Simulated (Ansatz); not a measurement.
**Question.** Predict a relaxed structure of (4-methoxyphenyl)phenyliodonium mesylate (C14H15IO4S), charge 0, singlet, at PBE-D4/def2-SVP (Ansatz).

**Answer.** 
```
atom   x (Å)   y (Å)   z (Å)
  C1   2.846  -2.928  -0.451
  O2   2.745  -2.104  -1.621
  C3   1.541  -1.581  -1.905
  C4   0.363  -1.935  -1.215
  C5  -0.827  -1.247  -1.463
  C6  -0.816  -0.233  -2.425
  I7  -2.457   1.111  -2.364
  C8  -1.628   2.356  -0.778
  C9  -1.448   3.719  -1.037
 C10  -0.801   4.469  -0.040
 C11  -0.334   3.842   1.129
 C12  -0.531   2.468   1.330
 C13  -1.213   1.693   0.371
 C14   0.322   0.107  -3.180
 C15   1.499  -0.599  -2.930
 H16   2.343  -3.906  -0.609
 H17   2.386  -2.436   0.431
 H18   3.927  -3.091  -0.289
 H19   0.355  -2.650  -0.373
 H20  -1.685  -1.458  -0.804
 H21  -1.778   4.192  -1.973
 H22  -0.640   5.546  -0.199
 H23   0.199   4.436   1.887
 H24  -0.141   1.930   2.208
 H25  -1.384   0.615   0.587
 H26   0.306   0.915  -3.925
 H27   2.424  -0.363  -3.476
 C28  -0.917  -1.698   3.782
 S29  -0.472  -1.522   2.032
 O30   0.047  -2.878   1.633
 O31  -1.781  -1.146   1.350
 O32   0.555  -0.426   1.965
 H33  -0.003  -1.970   4.342
 H34  -1.323  -0.735   4.142
 H35  -1.677  -2.496   3.866
```
 This is one stationary point.

In the def2 sets I takes a core potential; there is no spin–orbit coupling. The restricted singlet is unstable towards broken spin symmetry in Hartree–Fock (as tested in another run); at PBE-D4/def2-SVP this wasn't settled. In the singlet geometry the species has come apart into loosely held pieces.
